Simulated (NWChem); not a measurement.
System: C3H8Si; SMILES C=C([SiH3])C

Output (shortened):

```
             Northwest Computational Chemistry Package (NWChem) 7.3.0
             --------------------------------------------------------

 CS  symmetry detected

                             Geometry "geometry" -> ""
                             -------------------------

 Output coordinates in angstroms (scale by  1.889725989 to convert to a.u.)

  No.       Tag          Charge          X              Y              Z
 ---- ---------------- ---------- -------------- -------------- --------------
    1 C                    6.0000     1.33528099     1.06309674     0.00000000
    2 C                    6.0000     0.11372734     0.51007263     0.00000000
    3 C                    6.0000    -1.14015203     1.33857590     0.00000000
    4 Si                  14.0000    -0.05621898    -1.36371987     0.00000000
    5 H                    1.0000     2.24881759     0.46020716     0.00000000
    6 H                    1.0000     1.47041065     2.15238200     0.00000000
    7 H                    1.0000    -1.76400695     1.11924994     0.88302300
    8 H                    1.0000    -0.91693761     2.41688399     0.00000000
    9 H                    1.0000    -1.76400695     1.11924994    -0.88302300
   10 H                    1.0000     1.29571905    -1.99928917     0.00000000
   11 H                    1.0000    -0.81803398    -1.82353867    -1.20488700
   12 H                    1.0000    -0.81803398    -1.82353867     1.20488700

 Effective nuclear repulsion energy (a.u.)     155.8470392482

      Symmetry information
      --------------------

 Group name             Cs
 Group number              2
 Group order               2
 No. of unique centers    10

                                 NWChem DFT Module
                                 -----------------

 Summary of "ao basis" -> "ao basis" (spherical)
 ------------------------------------------------------------------------------
       Tag                 Description            Shells   Functions and Types
 ---------------- ------------------------------  ------  ---------------------
 C                           6-31g*                  6       14   3s2p1d
 Si                          6-31g*                  8       18   4s3p1d
 H                           6-31g*                  2        2   2s

      Symmetry analysis of basis
      --------------------------

        a'         55
        a"         21

            General Information
            -------------------
          SCF calculation type: DFT
          Wavefunction type:  closed shell.
          No. of atoms     :    12
          No. of electrons :    40
           Alpha electrons :    20
            Beta electrons :    20
          Charge           :     0
          Spin multiplicity:     1
          Use of symmetry is: on ; symmetry adaption is: on
          Maximum number of iterations: 150
          AO basis - number of functions:    76
                     number of shells:    42
          Convergence on energy requested:  1.00D-06
          Convergence on density requested:  1.00D-05
          Convergence on gradient requested:  5.00D-04

              XC Information
              --------------
                      r^2SCAN Method XC Functional
               r^2SCAN metaGGA Exchange Functional  1.000
                     r^2SCAN Correlation Potential  1.000

             Grid Information
             ----------------
          Grid used for XC integration:  fine
          Radial quadrature: Mura-Knowles
          Angular quadrature: Lebedev.
          Tag              B.-S. Rad. Rad. Pts. Rad. Cut. Ang. Pts.
          ---              ---------- --------- --------- ---------
          C                   0.70       70          11.0       590
          Si                  1.10      123          10.0       770
          H                   0.35       60          12.0       590
          Grid pruning is: on
          Number of quadrature shells:   693
          Spatial weights used:  Erf1

      Superposition of Atomic Density Guess
      -------------------------------------

 Sum of atomic energies:        -405.78393028

      Non-variational initial energy
      ------------------------------

 Total energy =    -408.025152
 1-e energy   =    -865.208729
 2-e energy   =     301.336538
 HOMO         =      -0.297859
 LUMO         =       0.012376

      Symmetry analysis of molecular orbitals - initial
      -------------------------------------------------

  Numbering of irreducible representations:

     1 a'          2 a"

  Orbital symmetries:

     1 a'          2 a'          3 a'          4 a'          5 a'
     6 a'          7 a'          8 a"          9 a'         10 a'
    11 a'         12 a'         13 a'         14 a'         15 a"
    16 a'         17 a"         18 a'         19 a'         20 a"
    21 a"         22 a'         23 a'         24 a"         25 a'
    26 a'         27 a'         28 a'         29 a'         30 a"

     ---------------------------------------------
      Total Density - Mulliken Population Analysis
     ---------------------------------------------

    Atom       Charge   Shell Charges
 -----------   ------   -------------------------------------------------------
    1 C    6     6.49   2.00  0.74  1.94  0.62  1.15  0.03
    2 C    6     6.13   2.00  0.73  1.88  0.56  0.92  0.04
    3 C    6     6.68   2.00  0.72  2.03  0.67  1.24  0.03
    4 Si  14    13.63   2.00  2.00  5.97  0.99  1.72  0.30  0.53  0.12
    5 H    1     0.78   0.46  0.32
    6 H    1     0.79   0.46  0.32
    7 H    1     0.76   0.46  0.30
    8 H    1     0.77   0.46  0.31
    9 H    1     0.76   0.46  0.30
   10 H    1     1.06   0.47  0.59
   11 H    1     1.07   0.47  0.59
   12 H    1     1.07   0.47  0.59

   convergence    iter        energy       DeltaE   RMS-Dens  Diis-err
 ---------------- ----- ----------------- --------- --------- ---------
 d= 0,ls=0.0,diis     1   -408.4330943022 -5.64D+02  6.54D-03  2.29D-01
 d= 0,ls=0.0,diis     2   -408.4587757832 -2.57D-02  3.38D-03  1.79D-02
 d= 0,ls=0.0,diis     3   -408.4570066621  1.77D-03  1.90D-03  3.18D-02
 d= 0,ls=0.0,diis     4   -408.4615408137 -4.53D-03  5.04D-04  2.30D-03
 d= 0,ls=0.0,diis     5   -408.4618452947 -3.04D-04  1.24D-04  1.27D-04
  Resetting Diis
 d= 0,ls=0.0,diis     6   -408.4618620891 -1.68D-05  3.50D-05  6.09D-06
 d= 0,ls=0.0,diis     7   -408.4618630555 -9.66D-07  9.80D-06  1.15D-07

         Total DFT energy =     -408.461863055507
      One electron energy =     -869.109513544406
           Coulomb energy =      344.833535799666
    Exchange-Corr. energy =      -40.032924558923
 Nuclear repulsion energy =      155.847039248155

 Numeric. integr. density =       40.000008432204

                  Occupations of the irreducible representations
                  ----------------------------------------------

                     irrep           alpha         beta
                     --------     --------     --------
                     a'               16.0         16.0
                     a"                4.0          4.0

                       DFT Final Molecular Orbital Analysis
                       ------------------------------------

 Vector   18  Occ=2.000000D+00  E=-3.129583D-01  Symmetry=a'
              MO Center=  3.8D-01, -1.6D+00,  2.5D-15, r^2= 2.7D+00
   Bfn.  Coefficient  Atom+Function         Bfn.  Coefficient  Atom+Function
  ----- ------------  ---------------      ----- ------------  ---------------
    49      0.391187   4 Si px               72      0.314805  10 H  s
    71      0.277468  10 H  s                45     -0.162703   4 Si px
    74     -0.150303  11 H  s                76     -0.150303  12 H  s
    73     -0.135456  11 H  s                75     -0.135456  12 H  s
    32     -0.090274   3 C  py               53      0.087449   4 Si px

 Vector   19  Occ=2.000000D+00  E=-2.773136D-01  Symmetry=a'
              MO Center=  1.4D-01,  2.5D-01,  4.2D-16, r^2= 3.4D+00
   Bfn.  Coefficient  Atom+Function         Bfn.  Coefficient  Atom+Function
  ----- ------------  ---------------      ----- ------------  ---------------
    18      0.374566   2 C  py               50     -0.351620   4 Si py
    32     -0.190763   3 C  py               64     -0.185457   6 H  s
     4     -0.181436   1 C  py               22      0.153959   2 C  py
    68     -0.153061   8 H  s                63     -0.147908   6 H  s
    46      0.142914   4 Si py               20     -0.140840   2 C  s

 Vector   20  Occ=2.000000D+00  E=-2.371139D-01  Symmetry=a"
              MO Center=  4.8D-01,  6.7D-01, -9.4D-16, r^2= 2.6D+00
   Bfn.  Coefficient  Atom+Function         Bfn.  Coefficient  Atom+Function
  ----- ------------  ---------------      ----- ------------  ---------------
     5      0.390194   1 C  pz               19      0.350156   2 C  pz
     9      0.295872   1 C  pz               23      0.242291   2 C  pz
    74      0.142872  11 H  s                76     -0.142872  12 H  s
    66     -0.127365   7 H  s                70      0.127365   9 H  s
    33     -0.116870   3 C  pz               65     -0.096178   7 H  s

 Vector   21  Occ=0.000000D+00  E=-2.505182D-02  Symmetry=a"
              MO Center=  5.9D-01,  5.6D-01, -7.8D-16, r^2= 2.8D+00
   Bfn.  Coefficient  Atom+Function         Bfn.  Coefficient  Atom+Function
  ----- ------------  ---------------      ----- ------------  ---------------
     9      0.573823   1 C  pz               23     -0.516066   2 C  pz
     5      0.423531   1 C  pz               19     -0.378045   2 C  pz
    74     -0.257109  11 H  s                76      0.257109  12 H  s
    55     -0.197396   4 Si pz               51     -0.170926   4 Si pz
    66      0.149423   7 H  s                70     -0.149423   9 H  s

 Vector   22  Occ=0.000000D+00  E= 3.461986D-02  Symmetry=a'
              MO Center= -1.2D-01, -1.4D+00, -1.2D-14, r^2= 4.6D+00
   Bfn.  Coefficient  Atom+Function         Bfn.  Coefficient  Atom+Function
  ----- ------------  ---------------      ----- ------------  ---------------
    54      1.198966   4 Si py               20     -0.926169   2 C  s
    22      0.404369   2 C  py               34     -0.375461   3 C  s
    50      0.350385   4 Si py               52      0.349706   4 Si s
    72      0.326965  10 H  s                62      0.239342   5 H  s
     6     -0.222197   1 C  s                18      0.200480   2 C  py

 Vector   23  Occ=0.000000D+00  E= 5.725382D-02  Symmetry=a'
              MO Center= -2.8D-01, -8.9D-01, -8.3D-14, r^2= 4.6D+00
   Bfn.  Coefficient  Atom+Function         Bfn.  Coefficient  Atom+Function
  ----- ------------  ---------------      ----- ------------  ---------------
    53      1.153134   4 Si px               72     -1.016507  10 H  s
    34      0.524934   3 C  s                68     -0.498333   8 H  s
    74      0.496769  11 H  s                76      0.496769  12 H  s
    49      0.432460   4 Si px                6     -0.351554   1 C  s
     7      0.191085   1 C  px               21      0.163791   2 C  px

     ---------------------------------------------
      Total Density - Mulliken Population Analysis
     ---------------------------------------------

    Atom       Charge   Shell Charges
 -----------   ------   -------------------------------------------------------
    1 C    6     6.40   2.00  0.69  2.01  0.63  1.05  0.03
    2 C    6     6.04   2.00  0.68  2.00  0.55  0.78  0.03
    3 C    6     6.58   2.00  0.67  2.10  0.68  1.10  0.03
    4 Si  14    13.66   2.00  2.00  5.96  0.98  1.94  0.24  0.37  0.15
    5 H    1     0.83   0.52  0.30
    6 H    1     0.84   0.52  0.31
    7 H    1     0.81   0.52  0.29
    8 H    1     0.82   0.52  0.30
    9 H    1     0.81   0.52  0.29
   10 H    1     1.08   0.50  0.57
   11 H    1     1.07   0.50  0.57
   12 H    1     1.07   0.50  0.57

     -------------------------------------------
      Total Density - Lowdin Population Analysis
     -------------------------------------------

    Atom       Charge   Shell Charges
 -----------   ------   -------------------------------------------------------
    1 C    6     6.27   1.99  0.56  1.83  0.44  1.38  0.07
    2 C    6     6.20   1.99  0.54  1.82  0.42  1.35  0.08
    3 C    6     6.38   1.99  0.56  1.90  0.44  1.43  0.07
    4 Si  14    13.74   2.00  1.98  5.89  0.69  1.73  0.38  0.88  0.19
    5 H    1     0.86   0.49  0.37
    6 H    1     0.87   0.49  0.38
    7 H    1     0.85   0.49  0.36
    8 H    1     0.86   0.49  0.37
    9 H    1     0.85   0.49  0.36
   10 H    1     1.04   0.49  0.54
   11 H    1     1.04   0.49  0.55
   12 H    1     1.04   0.49  0.55

     Multipole analysis of the density
     ---------------------------------

     L   x y z        total         alpha         beta         nuclear
     -   - - -        -----         -----         ----         -------
     0   0 0 0     -0.000000    -20.000000    -20.000000     40.000000

     1   1 0 0     -0.056416     -0.028208     -0.028208      0.000000
     1   0 1 0      0.309311      0.154655      0.154655      0.000000
     1   0 0 1     -0.000000     -0.000000     -0.000000      0.000000

     2   2 0 0    -24.609606    -76.441357    -76.441357    128.273109
     2   1 1 0     -0.220034      1.301675      1.301675     -2.823384
     2   1 0 1      0.000000      0.000000      0.000000      0.000000
     2   0 2 0    -25.308508   -135.799020   -135.799020    246.289532
     2   0 1 1     -0.000000     -0.000000     -0.000000      0.000000
     2   0 0 2    -26.748584    -21.343059    -21.343059     15.937534

            General Information
            -------------------
          SCF calculation type: DFT
          Wavefunction type:  closed shell.
          No. of atoms     :    12
          No. of electrons :    40
           Alpha electrons :    20
            Beta electrons :    20
          Charge           :     0
          Spin multiplicity:     1
          Use of symmetry is: on ; symmetry adaption is: on
          Maximum number of iterations: 150
          AO basis - number of functions:    76
                     number of shells:    42
          Convergence on energy requested:  1.00D-06
          Convergence on density requested:  1.00D-05
          Convergence on gradient requested:  5.00D-04

              XC Information
              --------------
                      r^2SCAN Method XC Functional
               r^2SCAN metaGGA Exchange Functional  1.000
                     r^2SCAN Correlation Potential  1.000

[...]

                         DFT ENERGY GRADIENTS

    atom               coordinates                        gradient
                 x          y          z           x          y          z
   1 C       2.523315   2.008962   0.000000   -0.005098  -0.002462   0.000000
   2 C       0.214914   0.963897   0.000000    0.000005   0.005463   0.000000
   3 C      -2.154575   2.529542   0.000000    0.004085  -0.002958   0.000000
   4 Si     -0.106238  -2.577057   0.000000    0.000508  -0.000619   0.000000
   5 H       4.249649   0.869665   0.000000    0.002800  -0.002368   0.000000
   6 H       2.778673   4.067412   0.000000    0.000133   0.002995   0.000000
   7 H      -3.333490   2.115076   1.668672   -0.001293  -0.000447   0.001842
   8 H      -1.732761   4.567248   0.000000    0.000369   0.002143   0.000000
   9 H      -3.333490   2.115076  -1.668672   -0.001293  -0.000447  -0.001842
  10 H       2.448554  -3.778109   0.000000    0.001678  -0.000698   0.000000
  11 H      -1.545860  -3.445988  -2.276906   -0.000948  -0.000301  -0.001522
  12 H      -1.545860  -3.445988   2.276906   -0.000948  -0.000301   0.001522
```

Level: r2SCAN/6-31G* (spherical d). Coordinates come from a PBE0/def2-SVP optimisation.

**Question.** Reconstruct the input file.

**Answer.** Several could match; the one computed here: the input that was run:
```
start job
memory heap 200 mb stack 900 mb global 1100 mb
geometry units angstroms noautoz
  C      1.297899     1.114984     0.000000
  C      0.096601     0.519239     0.000000
  C     -1.185707     1.303023     0.000000
  Si    -0.007181    -1.359380     0.000000
  H      2.232122     0.544675     0.000000
  H      1.394543     2.208356     0.000000
  H     -1.801442     1.061840     0.883023
  H     -1.000646     2.388530     0.000000
  H     -1.801442     1.061840    -0.883023
  H      1.366323    -1.946893     0.000000
  H     -0.752312    -1.845770    -1.204887
  H     -0.752312    -1.845770     1.204887
end
basis spherical
  * library 6-31g*
end
dft
  xc r2scan
  grid fine
  iterations 150
  mulliken
end
task dft gradient
```
